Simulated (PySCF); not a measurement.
**Levels of Yb⁵⁷⁺ from EOM-EA-GCCSD**

Reference: closed-shell Yb⁵⁸⁺, [Ne] 3s2; one electron is added. Calculated with PySCF 2.14, two-component X2C-1e with screened spin-orbit coupling, an uncontracted even-tempered set (17 s from 6.1 bohr⁻², ratio 2.6; 14 p from 8 bohr⁻², ratio 2.6; 6 d from 8.2 bohr⁻², ratio 2.8; 4 f from 110 bohr⁻², ratio 2.8); frozen 1s2; the 52 highest virtual spinors dropped; of the others 56 kept and the rest restored at second order. No Breit or QED terms. Binding energies in eV.

```
level  Koopmans  second order  EOM-CCSD
3p1/2    5864.2        5865.9    5865.2
3p3/2    5579.9        5582.5    5582.7
3d3/2    5370.8        5384.8    5362.8
3d5/2    5307.6   near a pole    5308.4
```

Electric-dipole lines between these computed levels:

```
lower  upper  ΔE (eV)  vacuum wavelength (nm)
3p1/2  3d3/2   502.37                   2.468
3p3/2  3d3/2   219.82                   5.640
3p3/2  3d5/2   274.29                   4.520
```

In EOM-CCSD the overlap with the one-orbital guess is low for 3d3/2 (weight 0.80). That can mean mixing with two-particle, one-hole states, where second order and EOM-CCSD lose accuracy, or only a rotation among the degenerate components of the shell; the terms of those configurations are not listed.

For comparison, the ionisation energy of Yb⁵⁷⁺ is 5860 ± 6 eV (theoretical estimate listed by NIST; NIST Atomic Spectra Database, ionization energies).

Only part of the computed levels is shown.
